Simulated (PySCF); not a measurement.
Simulated C 1s region for `C(C[Se-])#CC`, binding energy against the vacuum level.

Every computed line was given a Gaussian of 0.7 eV full width at half maximum and an area set by the number of equivalent atoms; the highest printed point is 100. Method: PySCF, delta-SCF UKS SCAN, pcX-2 on the ionised atom, pcseg-1 elsewhere, spin-free X2C.

binding energy (eV), intensity and a bar:
```
    284.3          0 
    284.4          1 
    284.5          2 #
    284.6          5 #
    284.7         10 ###
    284.8         18 #####
    284.9         30 #########
    285.0         46 ##############
    285.1         63 ###################
    285.2         79 ########################
    285.3         91 ###########################
    285.4         98 ##############################
    285.5        100 ##############################
    285.6         97 #############################
    285.7         91 ###########################
    285.8         85 ##########################
    285.9         80 ########################
    286.0         75 #######################
    286.1         70 #####################
    286.2         61 ##################
    286.3         50 ###############
    286.4         38 ###########
    286.5         25 ########
    286.6         16 #####
    286.7          9 ###
    286.8          4 #
    286.9          2 #
    287.0          1 
    287.1          1 
    287.2          2 #
    287.3          5 #
    287.4          9 ###
    287.5         17 #####
    287.6         27 ########
    287.7         38 ###########
    287.8         48 ##############
    287.9         55 ################
    288.0         55 #################
    288.1         50 ###############
    288.2         41 ############
    288.3         29 #########
    288.4         19 ######
    288.5         11 ###
    288.6          6 ##
    288.7          3 #
    288.8          1 
    288.9          0 
    289.0          0
```

How many maxima does the curve show, and how many computed lines lie under it?

The curve has 2 maxima (at 285.5 and 288.0 eV). Under it lie 4 lines from 4 inequivalent carbon sites. At this width some lines have no maximum of their own.

Decompose the envelope and assign each component. Numbering: `[CH3:1][C:2]#[C:3][CH2:4][Se-:5]`.

```csv
position (eV),relative area,line,atoms,environment
285.26,1,C 1s,C2,alkyne carbon
285.59,1,C 1s,C3,alkyne carbon
286.12,1,C 1s,C4,sp3 carbon bound to selenium
287.96,1,C 1s,C1,propargylic carbon
```

The listed C 1s values span 2.70 eV, from C2 (bonded to C (triple bond) and C) to C1 (bonded to C and 3 H). The widest gap between neighbouring values is 1.84 eV, between 286.12 and 287.96 eV.

Shake-up satellites, vibrational structure and lifetime widths aren't simulated. Spin contamination (⟨S²⟩ against 0.75 for a pure doublet) is marked for C 1s of C3 (0.87), which makes this value less certain. The species carries charge -1, so core ionisation leaves a neutral species. The basis sets have no added diffuse functions. Isolated species at its PBE0-D3(BJ)/def2-SVP geometry, gas phase. The geometry's basis has no diffuse functions, a weakness for an anion.
